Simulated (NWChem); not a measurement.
Program: NWChem. System: FS, charge 0, spin multiplicity 2, at a geometry optimised with UB3LYP/def2-SVP. The structure started from a generated list of species. Its SCF solution wasn't tested for a lower state. Level: ROCCSD(T)/def2-TZVP, 6 core orbitals frozen.

Job file:

```
start mol
memory heap 100 mb stack 700 mb global 1900 mb
geometry units angstroms nocenter noautoz
  S      0.000000     0.000000     0.586155
  F      0.000000     0.000000    -1.042054
  symmetry group C2v
end
basis spherical
  * library def2-tzvp
end
scf
  rohf
  nopen 1
  maxiter 100
  thresh 1e-7
  semidirect memsize 60000000 filesize 0
  # guess.movecs holds the orbitals of an unrestricted PBE0 run
  vectors input guess.movecs swap 12 13 output mol.movecs
end
tce
  freeze core 6
  ccsd(t)
  2eorb
  2emet 13
  thresh 1e-6
  maxiter 100
  tilesize 24
end
task tce energy
```

Part of the output:

```
             Northwest Computational Chemistry Package (NWChem) 7.3.0
             --------------------------------------------------------

                                NWChem Input Module
                                -------------------

 Scaling coordinates for geometry "geometry" by  1.889725989
 (inverse scale =  0.529177249)

 Turning off AUTOSYM since
 SYMMETRY directive was detected!

                             Geometry "geometry" -> ""
                             -------------------------

 Output coordinates in angstroms (scale by  1.889725989 to convert to a.u.)

  No.       Tag          Charge          X              Y              Z
 ---- ---------------- ---------- -------------- -------------- --------------
    1 S                   16.0000     0.00000000     0.00000000     0.58615500
    2 F                    9.0000     0.00000000     0.00000000    -1.04205400

 Effective nuclear repulsion energy (a.u.)      46.8008246214

            Nuclear Dipole moment (a.u.)
            ----------------------------
        X                 Y               Z
 ---------------- ---------------- ----------------
     0.0000000000     0.0000000000    -0.0000113384

      Symmetry information
      --------------------

 Group name             C2v
 Group number             16
 Group order               4
 No. of unique centers     2

      Symmetry unique atoms

     1    2


 Summary of "ao basis" -> "" (spherical)
 ------------------------------------------------------------------------------
       Tag                 Description            Shells   Functions and Types
 ---------------- ------------------------------  ------  ---------------------
 *                         def2-tzvp                  on all atoms

 Summary of "ao basis" -> "ao basis" (spherical)
 ------------------------------------------------------------------------------
       Tag                 Description            Shells   Functions and Types
 ---------------- ------------------------------  ------  ---------------------
 S                         def2-tzvp                13       37   5s5p2d1f
 F                         def2-tzvp                11       31   5s3p2d1f

                                 NWChem SCF Module
                                 -----------------

  ao basis        = "ao basis"
  functions       =    68
  atoms           =     2
  closed shells   =    12
  open shells     =     1
  charge          =   0.00
  wavefunction    = ROHF
  use symmetry    = T
  symmetry adapt  = T

 Summary of "ao basis" -> "ao basis" (spherical)
 ------------------------------------------------------------------------------
       Tag                 Description            Shells   Functions and Types
 ---------------- ------------------------------  ------  ---------------------
 S                         def2-tzvp                13       37   5s5p2d1f
 F                         def2-tzvp                11       31   5s3p2d1f

      Symmetry analysis of basis
      --------------------------

        a1         30
        a2          6
        b1         16
        b2         16

 Forming initial guess at       0.1s

 Swapping ROHF orbitals    12   13

      Symmetry analysis of molecular orbitals - initial
      -------------------------------------------------

  Numbering of irreducible representations:

     1 a1          2 a2          3 b1          4 b2

  Orbital symmetries:

     1 a1          2 a1          3 a1          4 b2          5 a1
     6 b1          7 a1          8 a1          9 a1         10 b2
    11 b1         12 b1         13 b2         14 a1         15 b2
    16 a1         17 b1         18 a1         19 a2         20 b2
    21 a1         22 b1         23 a1

 Starting SCF solution at       0.1s

 ----------------------------------------------
         Quadratically convergent ROHF

 Convergence threshold     :          1.000E-07
 Maximum no. of iterations :          100
 Final Fock-matrix accuracy:          1.000E-09
 ----------------------------------------------

              iter       energy          gnorm     gmax       time
             ----- ------------------- --------- --------- --------
                 1     -496.9287497609  9.69D-01  4.82D-01      0.6
                 2     -496.9558233988  2.60D-01  7.78D-02      0.6
                 3     -496.9609134135  1.84D-02  8.01D-03      0.7
                 4     -496.9609541396  1.98D-04  9.21D-05      0.7
                 5     -496.9609541499  4.55D-08  1.89D-08      0.9

       Final ROHF results
       ------------------

         Total SCF energy =   -496.960954149931
      One-electron energy =   -781.742775292753
      Two-electron energy =    237.980996521439
 Nuclear repulsion energy =     46.800824621382

        Time for solution =      0.8s

       Symmetry analysis of molecular orbitals - final
       -----------------------------------------------

  Numbering of irreducible representations:

     1 a1          2 a2          3 b1          4 b2

  Orbital symmetries:

     1 a1          2 a1          3 a1          4 a1          5 b2
     6 b1          7 a1          8 a1          9 b1         10 b2
    11 a1         12 b1         13 b2         14 a1         15 b2
    16 b1         17 a1         18 a1         19 a2         20 a1
    21 b2         22 b1         23 a1

             Final eigenvalues
             -----------------

              1
    1  -92.0585
    2  -26.3288
    3   -9.0546
    4   -6.7345
    5   -6.7334
    6   -6.7315
    7   -1.6194
    8   -0.9409
    9   -0.7033
   10   -0.6918
   11   -0.6593
   12   -0.4004
   13   -0.2277
   14    0.0945
   15    0.3889
   16    0.3973
   17    0.4217
   18    0.5060
   19    0.5065
   20    0.5310
   21    0.5555
   22    0.5583
   23    0.6221

                       ROHF Final Molecular Orbital Analysis
                       -------------------------------------

 Vector   11  Occ=2.000000D+00  E=-6.593020D-01  Symmetry=a1
              MO Center=  3.6D-15, -2.4D-14, -1.4D-01, r^2= 1.7D+00
   Bfn.  Coefficient  Atom+Function         Bfn.  Coefficient  Atom+Function
  ----- ------------  ---------------      ----- ------------  ---------------
    45      0.358365  2 F  pz                 5     -0.330291  1 S  s
    48      0.323985  2 F  pz                 4     -0.306343  1 S  s
    17     -0.272791  1 S  pz                 3      0.211932  1 S  s
    51      0.180712  2 F  pz

 Vector   12  Occ=2.000000D+00  E=-4.003848D-01  Symmetry=b1
              MO Center= -9.7D-16, -5.0D-16,  5.4D-01, r^2= 1.5D+00
   Bfn.  Coefficient  Atom+Function         Bfn.  Coefficient  Atom+Function
  ----- ------------  ---------------      ----- ------------  ---------------
    15      0.552682  1 S  px                18      0.366825  1 S  px
    12      0.250788  1 S  px                 6     -0.191524  1 S  px
    43     -0.163164  2 F  px

 Vector   13  Occ=1.000000D+00  E=-2.277377D-01  Symmetry=b2
              MO Center= -1.0D-15,  1.3D-14,  5.9D-01, r^2= 1.4D+00
   Bfn.  Coefficient  Atom+Function         Bfn.  Coefficient  Atom+Function
  ----- ------------  ---------------      ----- ------------  ---------------
    16      0.594687  1 S  py                19      0.324846  1 S  py
    13      0.256768  1 S  py                 7     -0.199117  1 S  py

 Vector   14  Occ=0.000000D+00  E= 9.445791D-02  Symmetry=a1
              MO Center=  5.7D-15,  2.8D-16,  6.3D-01, r^2= 2.7D+00
   Bfn.  Coefficient  Atom+Function         Bfn.  Coefficient  Atom+Function
  ----- ------------  ---------------      ----- ------------  ---------------
    20      0.982585  1 S  pz                42      0.724904  2 F  s
     5     -0.563782  1 S  s                 51      0.399295  2 F  pz
    17      0.355497  1 S  pz                45      0.195033  2 F  pz
    48      0.179048  2 F  pz                14      0.159156  1 S  pz

 Vector   15  Occ=0.000000D+00  E= 3.889175D-01  Symmetry=b2
              MO Center=  3.2D-16, -8.0D-15,  6.9D-01, r^2= 4.1D+00
   Bfn.  Coefficient  Atom+Function         Bfn.  Coefficient  Atom+Function
  ----- ------------  ---------------      ----- ------------  ---------------
    19      1.445898  1 S  py                16     -1.171359  1 S  py

 Vector   16  Occ=0.000000D+00  E= 3.973491D-01  Symmetry=b1
              MO Center= -2.3D-14, -2.8D-15,  6.8D-01, r^2= 4.0D+00
   Bfn.  Coefficient  Atom+Function         Bfn.  Coefficient  Atom+Function
  ----- ------------  ---------------      ----- ------------  ---------------
    18      1.431053  1 S  px                15     -1.179906  1 S  px

 center of mass
 --------------
 x =   0.00000000 y =   0.00000000 z =  -0.03917966

 moments of inertia (a.u.)
 ------------------
         112.820265570115           0.000000000000           0.000000000000
           0.000000000000         112.820265570115           0.000000000000
           0.000000000000           0.000000000000           0.000000000000

  Mulliken analysis of the total density
  --------------------------------------

    Atom       Charge   Shell Charges
 -----------   ------   -------------------------------------------------------
    1 S   16    15.70   2.01  0.49  1.48  1.15  0.84  4.17  1.70  0.82  2.02  0.88  0.04  0.09  0.02
    2 F    9     9.30   0.77  1.20  0.60  1.02  0.34  2.22  2.26  0.88  0.00  0.01  0.00

 Mulliken analysis of the open-shell density
 -------------------------------------------

    Atom       Charge   Shell Charges
 -----------   ------   -------------------------------------------------------
    1 S   16     0.97   0.00  0.00 -0.00  0.00  0.00  0.03 -0.02  0.17  0.55  0.24  0.00  0.00  0.00
    2 F    9     0.03   0.00 -0.00  0.00  0.00 -0.00  0.02  0.02 -0.01  0.00  0.00  0.00

       Multipole analysis of the density wrt the origin
       ------------------------------------------------

     L   x y z        total         open         nuclear
     -   - - -        -----         ----         -------
     0   0 0 0     -0.000000     -1.000000     25.000000

     1   1 0 0      0.000000      0.000000      0.000000
     1   0 1 0      0.000000     -0.000000      0.000000
     1   0 0 1      0.550206     -1.108271     -0.000011

     2   2 0 0    -14.151180     -0.901931      0.000000
     2   1 1 0     -0.000000      0.000000      0.000000
     2   1 0 1      0.000000      0.000000      0.000000
     2   0 2 0    -12.199038     -2.790766      0.000000
     2   0 1 1      0.000000     -0.000000      0.000000
     2   0 0 2    -12.822302     -2.536550     54.530623

                   NWChem Extensible Many-Electron Theory Module
                   ---------------------------------------------


            General Information
            -------------------
      Number of processors :     1
         Wavefunction type : Restricted open-shell Hartree-Fock
          No. of electrons :    25
           Alpha electrons :    13
            Beta electrons :    12
           No. of orbitals :   136
            Alpha orbitals :    68
             Beta orbitals :    68
        Alpha frozen cores :     6
         Beta frozen cores :     6
     Alpha frozen virtuals :     0
      Beta frozen virtuals :     0
         Spin multiplicity : doublet
    Number of AO functions :    68
       Number of AO shells :    24
        Use of symmetry is : on
      Symmetry adaption is : on
         Schwarz screening : 0.10D-09

          Correlation Information
          -----------------------
          Calculation type : Coupled-cluster singles & doubles w/ perturbation
   Perturbative correction : (T)
            Max iterations :      100
        Residual threshold : 0.10D-05
     T(0) DIIS level shift : 0.00D+00
     L(0) DIIS level shift : 0.00D+00
     T(1) DIIS level shift : 0.00D+00
     L(1) DIIS level shift : 0.00D+00
     T(R) DIIS level shift : 0.00D+00
     T(I) DIIS level shift : 0.00D+00
   CC-T/L Amplitude update :  5-th order DIIS
                I/O scheme : Global Array Library
        L-threshold :  0.10D-05
        EOM-threshold :  0.10D-05
 no EOMCCSD initial starts read in
 TCE RESTART OPTIONS
 SLICE:      F
 D4D5:       F
 quantumc:   F
 qrotation:  F
 pwtce:      F
 qducc:      F
 nacto:                         0
 nrotv:                         0
 nrot:                          0

            Memory Information
            ------------------
          Available GA space size is     249027552 doubles
          Available MA space size is     104850596 doubles

 Maximum block size supplied by input
 Maximum block size        24 doubles

 tile_dim =     23

 -------------------------------------------------

 Global array virtual files algorithm will be used

 Parallel file system coherency ......... OK

 4-electron integrals stored in orbital form

 v2    file size   =          1139051
 4-index algorithm nr.  13 is used
 imaxsize =       30
 imaxsize ichop =        0


CCSD iterations
 ---------------------------------------------------------
 Iter          Residuum       Correlation     Cpu    Wall
 ---------------------------------------------------------
    1   0.1896206994893  -0.4035481920222     0.5     0.5
    2   0.0406029212653  -0.4081789810074     0.5     0.5
    3   0.0148651894505  -0.4157177446138     0.6     0.6
    4   0.0058540914732  -0.4163890715365     0.5     0.5
    5   0.0034466755518  -0.4169436238302     0.5     0.5
    6   0.0017749443538  -0.4171852712865     0.5     0.5
    7   0.0007912338981  -0.4172674084167     0.6     0.6
    8   0.0007262963157  -0.4172179829333     0.5     0.5
    9   0.0003636529331  -0.4172634292975     0.5     0.5
   10   0.0004244776610  -0.4172393416660     0.5     0.5
   11   0.0000494258486  -0.4172598812208     0.5     0.5
   12   0.0000243578099  -0.4172604244592     0.6     0.6
   13   0.0000130343863  -0.4172609504484     0.5     0.5
   14   0.0000097604454  -0.4172607096210     0.5     0.5
   15   0.0000048926030  -0.4172609713448     0.5     0.5
   16   0.0000017728689  -0.4172608824928     0.5     0.5
   17   0.0000011239545  -0.4172608717010     0.5     0.5
   18   0.0000005337099  -0.4172609005247     0.5     0.5
 -----------------------------------------------------------------
 Iterations converged
 CCSD correlation energy / hartree =        -0.417260900524696
 CCSD total energy / hartree       =      -497.378215050455879

 Singles contributions

 Doubles contributions
 CCSD(T)
 Using plain CCSD(T) code
             total no. of tasks          927
 total no. of tasks / no. procs          927
                         wl_min            1           1.0
                         wl_max       328509           8.3
        thresh for no. of tasks          927

 CCSD[T]  correction energy / hartree =        -0.016589179257402
 CCSD[T] correlation energy / hartree =        -0.433850079782098
 CCSD[T] total energy / hartree       =      -497.394804229713259
 CCSD(T)  correction energy / hartree =        -0.015337413269015
 CCSD(T) correlation energy / hartree =        -0.432598313793711
 CCSD(T) total energy / hartree       =      -497.393552463724916

 Task  times  cpu:       19.0s     wall:       19.0s

 Total times  cpu:       19.1s     wall:       19.1s
```
